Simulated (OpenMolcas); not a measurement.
Fe V: effect of the basis set

```yaml
Program: OpenMolcas 26.06
Method: "MS-RASPT2, IPEA 0.25 Eh, imaginary shift 0.1 Eh (closed shells correlated: 3s)"
Active_space: 10 electrons in 8 orbitals (RAS1 3p, at most 2 holes; RAS2 3d)
State_averaging: 2S+1 = 5 even, 5 roots; 2S+1 = 3 even, 45 roots; 2S+1 = 1 even, 44 roots
Spin-orbit_coupling: RASSI with atomic mean-field integrals over the reference wave functions, term energies averaged over their components
```

A. ANO-RCC-VTZP [6s5p3d2f1g], DKH2, point nucleus; CASPT2 step about 80 core-seconds
B. ANO-R2 [6s5p4d2f1g], X2C, finite nucleus; CASPT2 step roughly 100 core-seconds
C. ANO-RCC-VQZP [7s6p4d3f2g1h], DKH2, point nucleus; CASPT2 step about 70 core-seconds

Energies in cm-1 above 3d4 5D0, the measured ground level; measured values from Corliss and Sugar, J. Phys. Chem. Ref. Data 11, 135 (1982).

```json
{"Level": "3d4 5D0", "A": "0.0", "B": "0.0", "C": "0.0", "Measured": "0.0"}
{"Level": "3d4 5D1", "A": "158", "B": "151", "C": "151", "Measured": "142"}
{"Level": "3d4 5D2", "A": "463", "B": "442", "C": "442", "Measured": "417"}
{"Level": "3d4 5D3", "A": "898", "B": "858", "C": "859", "Measured": "803"}
{"Level": "3d4 5D4", "A": "1446", "B": "1382", "C": "1384", "Measured": "1283"}
{"Level": "3d4 3P0(1)", "A": "24870", "B": "24610", "C": "24670", "Measured": "24055"}
{"Level": "3d4 3H4", "A": "25440", "B": "25310", "C": "25180", "Measured": "24932"}
{"Level": "3d4 3H5", "A": "25780", "B": "25640", "C": "25510", "Measured": "25226"}
{"Level": "3d4 3P1(1)", "A": "25810", "B": "25520", "C": "25570", "Measured": "24973"}
{"Level": "3d4 3H6", "A": "26160", "B": "26000", "C": "25860", "Measured": "25528"}
{"Level": "3d4 3P2(1)", "A": "27400", "B": "27050", "C": "27100", "Measured": "26468"}
{"Level": "3d4 3F2(1)", "A": "27670", "B": "27430", "C": "27390", "Measured": "26761"}
{"Level": "3d4 3F3(1)", "A": "27760", "B": "27530", "C": "27480", "Measured": "26842"}
{"Level": "3d4 3F4(1)", "A": "27930", "B": "27690", "C": "27650", "Measured": "26974"}
{"Level": "3d4 3G3", "A": "30830", "B": "30600", "C": "30540", "Measured": "29817"}
{"Level": "3d4 3G4", "A": "31220", "B": "30970", "C": "30920", "Measured": "30147"}
{"Level": "3d4 3G5", "A": "31540", "B": "31290", "C": "31230", "Measured": "30430"}
{"Level": "3d4 3D3", "A": "38230", "B": "37910", "C": "37970", "Measured": "36630"}
{"Level": "3d4 1G4(1)", "A": "38270", "B": "37910", "C": "37810", "Measured": "36586"}
{"Level": "3d4 1I6", "A": "38310", "B": "38120", "C": "37900", "Measured": "37512"}
{"Level": "3d4 3D2", "A": "38360", "B": "38040", "C": "38100", "Measured": "36758"}
{"Level": "3d4 3D1", "A": "38500", "B": "38170", "C": "38230", "Measured": "36925"}
{"Level": "3d4 1S0", "A": "41980", "B": "41440", "C": "41510", "Measured": "39633"}
{"Level": "3d4 1D2", "A": "48010", "B": "47590", "C": "47650", "Measured": "46291"}
```

Deviations, from unrounded energies. A percentage is the sum of absolute deviations over the sum of measured energies, with the sign that they share, or ± where signs differ.

| Against measurement | Levels | A | B | C |
| --- | --- | --- | --- | --- |
| mean absolute deviation (cm-1) | 23 | 950 | 720 | 690 |
| fine structure of the ground term (%) | 4 | +12.1 | +7.0 | +7.2 |
| other terms of the ground configuration (%) | 19 | +3.6 | +2.8 | +2.7 |

B, C lie about equally close to measurement and A furthest from it. The largest miss of C in the table is 3d4 1S0, by +1900 cm-1. The ranking rests on the paired levels alone, and a cruder setting can come out closer through cancelling errors.

The two smallest mean deviations differ by little beside CASPT2's spread within terms, so their order carries little weight.

Among A to C the level of the table that moves most is 3d4 1S0, by 540 cm-1 (lowest in B, highest in A). Moves below CASPT2's spread within the term are not significant.

Term energies are means over components that CASPT2 splits; among the terms shown or strongly mixed into the levels shown the widest spread is 1500 cm-1 (3d4 1I, B). Active for correlation alone: 3p; no level in the range computed is led by a configuration that opens it, so any true level of that kind is missing. The CASPT2 spread within a term exceeds the gap to the next term for 3d4 1G(1) and 3d4 1I, 3d4 1I and 3d4 3D, so the order of their levels is uncertain (figures for A; the like holds for B, C). Computed and measured levels are paired by configuration, term and J; levels that our copy of the source lacks, or whose pairing is in doubt (as where it misses far off the trend of its configuration), stay unpaired and out of the deviations. Only configurations of the active space appear. Levels that lie high or do not pair safely by name in every column are left out.

A number in round brackets counts repeated terms of one configuration in the order of the reference energies.
